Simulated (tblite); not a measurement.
Record of a relaxation.

Species: C₅H₉F₂O₂ (doublet state).
Bonds: C1–O2, O2–C3, C3–C4, C4–C5, C4–O6, O6–C7, C7–F8, C7–F9. Hydrogens: H10, H11, H12 on C1; H13, H14 on C3; H15, H16, H17 on C5; H18 on C7.

Computed with GFN2-xTB (tblite), gas phase: L-BFGS steps from a force-field or distance-geometry start until the largest atomic force falls under 0.01 eV/Å. 9 of its 130 geometries are shown.

Step 0: E = -893.0143 eV, largest atomic force 2.241 eV/Å
```
atom  x, y, z in Å  |  force x, y, z in eV/Å
C1      1.702   -0.556   -1.936   -0.756   0.322  -0.048
O2      0.803    0.070   -1.020    0.562  -0.793  -0.234
C3      0.622   -0.750    0.147   -0.795   0.841  -0.078
C4     -0.379   -0.051    1.018    0.507  -0.009   0.778
C5      0.010    0.345    2.413   -0.383   0.490  -0.305
O6     -1.738   -0.071    0.753   -0.076   0.210  -1.794
C7     -2.082   -0.025   -0.629   -0.507  -0.678   2.075
F8     -1.864   -1.247   -1.167   -0.123   0.386  -0.188
F9     -3.418    0.187   -0.687    0.581  -0.103   0.013
H10     1.810    0.111   -2.790   -0.042   0.061   0.068
H11     2.672   -0.717   -1.479    0.249  -0.109   0.152
H12     1.275   -1.506   -2.284    0.140   0.033   0.068
H13     0.243   -1.739   -0.128    0.035  -0.194  -0.280
H14     1.574   -0.868    0.662    0.140   0.053   0.184
H15     0.890    1.002    2.380   -0.151  -0.278   0.000
H16    -0.798    0.900    2.908    0.176  -0.283  -0.281
H17     0.242   -0.532    3.015    0.099  -0.056   0.097
H18    -1.574    0.755   -1.187    0.345   0.105  -0.228
```

Step 16: E = -893.1847 eV, largest atomic force 0.097 eV/Å
```
atom  x, y, z in Å  |  force x, y, z in eV/Å
C1      1.698   -0.558   -1.958    0.005   0.000  -0.002
O2      0.821    0.056   -1.046    0.015  -0.021   0.020
C3      0.627   -0.733    0.129   -0.013   0.013   0.041
C4     -0.344   -0.090    1.042   -0.049   0.039   0.007
C5     -0.021    0.348    2.417   -0.005   0.016   0.022
O6     -1.700   -0.064    0.738   -0.006  -0.010  -0.092
C7     -2.066   -0.034   -0.561   -0.018   0.038  -0.039
F8     -1.946   -1.253   -1.154   -0.039  -0.016   0.010
F9     -3.374    0.262   -0.609   -0.044  -0.008   0.020
H10     1.798    0.122   -2.801    0.002   0.021   0.005
H11     2.680   -0.728   -1.500   -0.004   0.003  -0.034
H12     1.298   -1.517   -2.308   -0.001   0.012   0.016
H13     0.276   -1.733   -0.186    0.028  -0.015   0.013
H14     1.582   -0.846    0.660    0.023  -0.027  -0.037
H15     0.843    1.012    2.416    0.025   0.003  -0.005
H16    -0.878    0.872    2.829   -0.007   0.001   0.022
H17     0.213   -0.497    3.073    0.012  -0.005  -0.006
H18    -1.516    0.691   -1.189    0.078  -0.042   0.040
```

Step 32: E = -893.1925 eV, largest atomic force 0.039 eV/Å
```
atom  x, y, z in Å  |  force x, y, z in eV/Å
C1      1.697   -0.545   -1.966    0.003   0.000   0.008
O2      0.840    0.058   -1.029    0.008   0.018  -0.019
C3      0.641   -0.734    0.144    0.002   0.007  -0.034
C4     -0.341   -0.086    1.042   -0.015  -0.004  -0.009
C5     -0.033    0.355    2.420    0.007  -0.007   0.005
O6     -1.696   -0.101    0.732   -0.015   0.023  -0.009
C7     -2.063   -0.055   -0.567    0.007   0.012   0.012
F8     -2.062   -1.292   -1.136    0.002  -0.010   0.013
F9     -3.340    0.360   -0.617    0.004  -0.004  -0.015
H10     1.776    0.147   -2.803   -0.006  -0.006   0.020
H11     2.693   -0.717   -1.540   -0.006   0.000   0.005
H12     1.292   -1.501   -2.319   -0.007   0.014   0.016
H13     0.290   -1.733   -0.172   -0.010  -0.032  -0.020
H14     1.596   -0.852    0.673    0.011   0.005   0.002
H15     0.826    1.026    2.425    0.005   0.018  -0.018
H16    -0.898    0.867    2.831    0.005  -0.002   0.014
H17     0.213   -0.490    3.071   -0.004  -0.015   0.022
H18    -1.441    0.600   -1.202    0.009  -0.019   0.006
```

Step 48: E = -893.1963 eV, largest atomic force 0.039 eV/Å
```
atom  x, y, z in Å  |  force x, y, z in eV/Å
C1      1.690   -0.522   -1.956    0.015   0.009  -0.004
O2      0.845    0.086   -1.012   -0.023  -0.022  -0.010
C3      0.629   -0.734    0.140   -0.010  -0.005   0.016
C4     -0.350   -0.106    1.053   -0.027   0.020  -0.001
C5     -0.027    0.349    2.424    0.012   0.004  -0.011
O6     -1.701   -0.061    0.728   -0.031   0.021   0.010
C7     -2.053   -0.071   -0.575    0.013  -0.017   0.005
F8     -2.117   -1.343   -1.064   -0.014  -0.007   0.005
F9     -3.302    0.414   -0.674    0.033  -0.015   0.012
H10     1.768    0.169   -2.791    0.012   0.014  -0.013
H11     2.684   -0.703   -1.532    0.027  -0.010  -0.010
H12     1.274   -1.475   -2.306   -0.005   0.013   0.003
H13     0.274   -1.723   -0.206   -0.005  -0.002  -0.009
H14     1.581   -0.872    0.670    0.010  -0.019   0.017
H15     0.822    1.033    2.405    0.006   0.016   0.009
H16    -0.889    0.853    2.849    0.010  -0.021  -0.011
H17     0.245   -0.488    3.075   -0.010   0.005   0.000
H18    -1.382    0.500   -1.239   -0.012   0.016  -0.008
```

Step 64: E = -893.1985 eV, largest atomic force 0.018 eV/Å
```
atom  x, y, z in Å  |  force x, y, z in eV/Å
C1      1.702   -0.505   -1.952   -0.001   0.001  -0.001
O2      0.856    0.088   -1.000    0.002   0.007   0.007
C3      0.612   -0.748    0.137   -0.005  -0.002   0.003
C4     -0.352   -0.102    1.054   -0.003  -0.001   0.002
C5     -0.018    0.352    2.422    0.000   0.002  -0.002
O6     -1.700   -0.003    0.725    0.002  -0.010  -0.001
C7     -2.052   -0.081   -0.574   -0.001  -0.005   0.001
F8     -2.148   -1.379   -0.989   -0.008   0.008   0.001
F9     -3.288    0.425   -0.701   -0.003   0.000   0.005
H10     1.785    0.205   -2.772    0.016   0.009  -0.002
H11     2.696   -0.702   -1.534    0.003  -0.004   0.010
H12     1.280   -1.446   -2.325   -0.003  -0.011   0.001
H13     0.231   -1.720   -0.228    0.001   0.001  -0.005
H14     1.556   -0.924    0.672   -0.001   0.004  -0.008
H15     0.817    1.055    2.404    0.001  -0.003  -0.004
H16    -0.887    0.838    2.856    0.002  -0.003   0.001
H17     0.272   -0.484    3.065    0.005   0.007  -0.003
H18    -1.371    0.437   -1.271   -0.007  -0.001  -0.007
```

Step 81: E = -893.2007 eV, largest atomic force 0.024 eV/Å
```
atom  x, y, z in Å  |  force x, y, z in eV/Å
C1      1.742   -0.488   -1.929   -0.004   0.004   0.003
O2      0.879    0.104   -0.991   -0.023   0.000  -0.005
C3      0.591   -0.757    0.117   -0.003  -0.006   0.007
C4     -0.362   -0.111    1.045    0.004   0.004  -0.001
C5      0.000    0.363    2.398   -0.004  -0.003   0.000
O6     -1.710    0.013    0.729   -0.002  -0.010   0.009
C7     -2.089   -0.100   -0.560   -0.005   0.000   0.000
F8     -2.233   -1.408   -0.926    0.011   0.011  -0.002
F9     -3.312    0.440   -0.681    0.008   0.006  -0.004
H10     1.892    0.246   -2.717    0.005   0.008  -0.004
H11     2.707   -0.741   -1.474    0.012   0.000   0.002
H12     1.300   -1.398   -2.353    0.002  -0.007  -0.007
H13     0.189   -1.706   -0.281   -0.011   0.000   0.000
H14     1.522   -0.975    0.657    0.008  -0.006  -0.002
H15     0.809    1.095    2.352   -0.007  -0.003  -0.011
H16    -0.870    0.819    2.860   -0.001   0.003   0.000
H17     0.343   -0.462    3.030    0.007   0.007   0.010
H18    -1.407    0.374   -1.288    0.004  -0.008   0.005
```

Step 97: E = -893.2020 eV, largest atomic force 0.026 eV/Å
```
atom  x, y, z in Å  |  force x, y, z in eV/Å
C1      1.755   -0.476   -1.917   -0.003  -0.001   0.004
O2      0.864    0.095   -0.992    0.004   0.011   0.006
C3      0.571   -0.777    0.108   -0.002  -0.002   0.005
C4     -0.371   -0.134    1.049    0.010   0.000   0.002
C5      0.011    0.373    2.386   -0.002  -0.005  -0.005
O6     -1.720   -0.005    0.740   -0.003   0.005   0.012
C7     -2.097   -0.107   -0.551   -0.009  -0.012  -0.008
F8     -2.269   -1.412   -0.918    0.004   0.005   0.003
F9     -3.307    0.459   -0.681    0.018   0.006   0.012
H10     1.932    0.276   -2.683   -0.009  -0.008   0.014
H11     2.705   -0.742   -1.438    0.005   0.008  -0.005
H12     1.328   -1.376   -2.377   -0.002   0.002   0.002
H13     0.153   -1.715   -0.300    0.013  -0.002   0.011
H14     1.504   -1.010    0.639   -0.006  -0.014  -0.003
H15     0.801    1.124    2.310   -0.016  -0.009  -0.018
H16    -0.859    0.817    2.862    0.002  -0.002  -0.012
H17     0.389   -0.430    3.025    0.000   0.005  -0.010
H18    -1.399    0.348   -1.274   -0.007   0.010  -0.010
```

Step 113: E = -893.2053 eV, largest atomic force 0.015 eV/Å
```
atom  x, y, z in Å  |  force x, y, z in eV/Å
C1      1.786   -0.439   -1.859    0.003  -0.001  -0.001
O2      0.853    0.069   -0.940    0.004   0.003  -0.001
C3      0.529   -0.862    0.104    0.000  -0.002  -0.001
C4     -0.405   -0.247    1.072    0.002  -0.003  -0.010
C5      0.042    0.394    2.330   -0.008   0.003  -0.001
O6     -1.738   -0.027    0.750   -0.001  -0.005   0.004
C7     -2.122   -0.108   -0.540   -0.001  -0.005  -0.001
F8     -2.348   -1.401   -0.914    0.003   0.003  -0.001
F9     -3.307    0.510   -0.659    0.001  -0.001   0.001
H10     1.976    0.357   -2.576   -0.007  -0.005  -0.004
H11     2.722   -0.714   -1.360    0.003  -0.003  -0.001
H12     1.391   -1.319   -2.382   -0.001   0.001   0.006
H13     0.096   -1.767   -0.355    0.001   0.012  -0.006
H14     1.452   -1.144    0.629   -0.008  -0.009  -0.002
H15     0.759    1.194    2.125    0.004   0.013   0.006
H16    -0.818    0.812    2.843   -0.006   0.000   0.008
H17     0.535   -0.327    2.984    0.007  -0.002   0.003
H18    -1.412    0.326   -1.265    0.003   0.002   0.002
```

Step 129: E = -893.2061 eV, largest atomic force 0.007 eV/Å
```
atom  x, y, z in Å  |  force x, y, z in eV/Å
C1      1.791   -0.441   -1.854   -0.001  -0.001   0.000
O2      0.868    0.074   -0.928    0.000   0.000   0.000
C3      0.527   -0.866    0.103   -0.001   0.001   0.000
C4     -0.405   -0.252    1.073   -0.002   0.001   0.001
C5      0.041    0.400    2.326   -0.001   0.000   0.000
O6     -1.742   -0.050    0.756    0.003   0.002  -0.001
C7     -2.122   -0.107   -0.537    0.005   0.002   0.005
F8     -2.341   -1.393   -0.938    0.001   0.000  -0.003
F9     -3.310    0.507   -0.647   -0.001   0.001  -0.002
H10     1.971    0.348   -2.581   -0.001  -0.001   0.000
H11     2.734   -0.711   -1.365   -0.003  -0.003   0.001
H12     1.390   -1.326   -2.364    0.001   0.001  -0.002
H13     0.083   -1.757   -0.371    0.001  -0.004  -0.001
H14     1.443   -1.170    0.627    0.000   0.003   0.003
H15     0.740    1.215    2.114   -0.003   0.003   0.001
H16    -0.822    0.802    2.847    0.000  -0.005   0.002
H17     0.556   -0.309    2.976    0.003   0.001  -0.002
H18    -1.411    0.345   -1.250   -0.002  -0.002   0.000
```

**Question.** Summarise the path.

**Answer.** The energy falls by 4.42 kcal/mol from step 0 to step 129; nine tenths of that is first reached at step 20. It falls at every step. The largest force goes from 2.241 to 0.007 eV/Å. Among the bonds O6–C7 changes most, from 1.424 to 1.349 Å; the atoms move by 0.283 Å rms after alignment.

**Question.** Follow the three bonds and two angles with the largest change from start to end.

**Answer.** 
```json
{"step": "0", "E above end (kcal/mol)": "4.42", "largest force (eV/Å)": "2.241", "O6–C7 (Å)": "1.424", "C1–O2 (Å)": "1.428", "C3–C4 (Å)": "1.499", "F8–C7–H18 (°)": "111.6", "C4–O6–C7 (°)": "115.0"}
{"step": "6", "E above end (kcal/mol)": "0.86", "largest force (eV/Å)": "0.120", "O6–C7 (Å)": "1.353", "C1–O2 (Å)": "1.405", "C3–C4 (Å)": "1.480", "F8–C7–H18 (°)": "107.0", "C4–O6–C7 (°)": "117.9"}
{"step": "11", "E above end (kcal/mol)": "0.70", "largest force (eV/Å)": "0.137", "O6–C7 (Å)": "1.350", "C1–O2 (Å)": "1.404", "C3–C4 (Å)": "1.479", "F8–C7–H18 (°)": "107.2", "C4–O6–C7 (°)": "118.3"}
{"step": "17", "E above end (kcal/mol)": "0.47", "largest force (eV/Å)": "0.077", "O6–C7 (Å)": "1.350", "C1–O2 (Å)": "1.405", "C3–C4 (Å)": "1.481", "F8–C7–H18 (°)": "107.3", "C4–O6–C7 (°)": "118.4"}
{"step": "22", "E above end (kcal/mol)": "0.42", "largest force (eV/Å)": "0.062", "O6–C7 (Å)": "1.350", "C1–O2 (Å)": "1.406", "C3–C4 (Å)": "1.480", "F8–C7–H18 (°)": "107.3", "C4–O6–C7 (°)": "118.7"}
{"step": "28", "E above end (kcal/mol)": "0.33", "largest force (eV/Å)": "0.035", "O6–C7 (Å)": "1.350", "C1–O2 (Å)": "1.405", "C3–C4 (Å)": "1.482", "F8–C7–H18 (°)": "107.3", "C4–O6–C7 (°)": "118.8"}
{"step": "34", "E above end (kcal/mol)": "0.30", "largest force (eV/Å)": "0.039", "O6–C7 (Å)": "1.350", "C1–O2 (Å)": "1.406", "C3–C4 (Å)": "1.481", "F8–C7–H18 (°)": "107.3", "C4–O6–C7 (°)": "118.5"}
{"step": "39", "E above end (kcal/mol)": "0.27", "largest force (eV/Å)": "0.040", "O6–C7 (Å)": "1.350", "C1–O2 (Å)": "1.406", "C3–C4 (Å)": "1.480", "F8–C7–H18 (°)": "107.3", "C4–O6–C7 (°)": "118.3"}
{"step": "45", "E above end (kcal/mol)": "0.24", "largest force (eV/Å)": "0.025", "O6–C7 (Å)": "1.350", "C1–O2 (Å)": "1.405", "C3–C4 (Å)": "1.481", "F8–C7–H18 (°)": "107.4", "C4–O6–C7 (°)": "118.2"}
{"step": "50", "E above end (kcal/mol)": "0.21", "largest force (eV/Å)": "0.033", "O6–C7 (Å)": "1.350", "C1–O2 (Å)": "1.405", "C3–C4 (Å)": "1.479", "F8–C7–H18 (°)": "107.2", "C4–O6–C7 (°)": "118.7"}
{"step": "56", "E above end (kcal/mol)": "0.19", "largest force (eV/Å)": "0.033", "O6–C7 (Å)": "1.350", "C1–O2 (Å)": "1.405", "C3–C4 (Å)": "1.479", "F8–C7–H18 (°)": "107.3", "C4–O6–C7 (°)": "118.7"}
{"step": "62", "E above end (kcal/mol)": "0.18", "largest force (eV/Å)": "0.012", "O6–C7 (Å)": "1.349", "C1–O2 (Å)": "1.405", "C3–C4 (Å)": "1.480", "F8–C7–H18 (°)": "107.3", "C4–O6–C7 (°)": "118.5"}
{"step": "67", "E above end (kcal/mol)": "0.17", "largest force (eV/Å)": "0.021", "O6–C7 (Å)": "1.349", "C1–O2 (Å)": "1.406", "C3–C4 (Å)": "1.479", "F8–C7–H18 (°)": "107.4", "C4–O6–C7 (°)": "118.6"}
{"step": "73", "E above end (kcal/mol)": "0.14", "largest force (eV/Å)": "0.030", "O6–C7 (Å)": "1.348", "C1–O2 (Å)": "1.405", "C3–C4 (Å)": "1.479", "F8–C7–H18 (°)": "107.3", "C4–O6–C7 (°)": "118.9"}
{"step": "79", "E above end (kcal/mol)": "0.13", "largest force (eV/Å)": "0.022", "O6–C7 (Å)": "1.348", "C1–O2 (Å)": "1.405", "C3–C4 (Å)": "1.478", "F8–C7–H18 (°)": "107.3", "C4–O6–C7 (°)": "118.9"}
{"step": "84", "E above end (kcal/mol)": "0.12", "largest force (eV/Å)": "0.021", "O6–C7 (Å)": "1.349", "C1–O2 (Å)": "1.405", "C3–C4 (Å)": "1.478", "F8–C7–H18 (°)": "107.4", "C4–O6–C7 (°)": "118.7"}
{"step": "90", "E above end (kcal/mol)": "0.10", "largest force (eV/Å)": "0.021", "O6–C7 (Å)": "1.348", "C1–O2 (Å)": "1.405", "C3–C4 (Å)": "1.478", "F8–C7–H18 (°)": "107.3", "C4–O6–C7 (°)": "118.5"}
{"step": "95", "E above end (kcal/mol)": "0.10", "largest force (eV/Å)": "0.018", "O6–C7 (Å)": "1.349", "C1–O2 (Å)": "1.406", "C3–C4 (Å)": "1.478", "F8–C7–H18 (°)": "107.4", "C4–O6–C7 (°)": "118.4"}
{"step": "101", "E above end (kcal/mol)": "0.08", "largest force (eV/Å)": "0.035", "O6–C7 (Å)": "1.350", "C1–O2 (Å)": "1.405", "C3–C4 (Å)": "1.479", "F8–C7–H18 (°)": "107.4", "C4–O6–C7 (°)": "118.6"}
{"step": "107", "E above end (kcal/mol)": "0.03", "largest force (eV/Å)": "0.048", "O6–C7 (Å)": "1.348", "C1–O2 (Å)": "1.405", "C3–C4 (Å)": "1.479", "F8–C7–H18 (°)": "107.3", "C4–O6–C7 (°)": "119.0"}
{"step": "112", "E above end (kcal/mol)": "0.02", "largest force (eV/Å)": "0.013", "O6–C7 (Å)": "1.349", "C1–O2 (Å)": "1.405", "C3–C4 (Å)": "1.478", "F8–C7–H18 (°)": "107.4", "C4–O6–C7 (°)": "119.1"}
{"step": "118", "E above end (kcal/mol)": "0.01", "largest force (eV/Å)": "0.017", "O6–C7 (Å)": "1.349", "C1–O2 (Å)": "1.405", "C3–C4 (Å)": "1.478", "F8–C7–H18 (°)": "107.5", "C4–O6–C7 (°)": "119.0"}
{"step": "123", "E above end (kcal/mol)": "0.00", "largest force (eV/Å)": "0.023", "O6–C7 (Å)": "1.349", "C1–O2 (Å)": "1.405", "C3–C4 (Å)": "1.479", "F8–C7–H18 (°)": "107.3", "C4–O6–C7 (°)": "119.0"}
{"step": "129", "E above end (kcal/mol)": "0.00", "largest force (eV/Å)": "0.007", "O6–C7 (Å)": "1.349", "C1–O2 (Å)": "1.405", "C3–C4 (Å)": "1.479", "F8–C7–H18 (°)": "107.4", "C4–O6–C7 (°)": "118.9"}
```

The cost below is that of the whole relaxation. Time: 0.83 s of wall time. Hardware: Arm Neoverse V1, one thread (shared host).
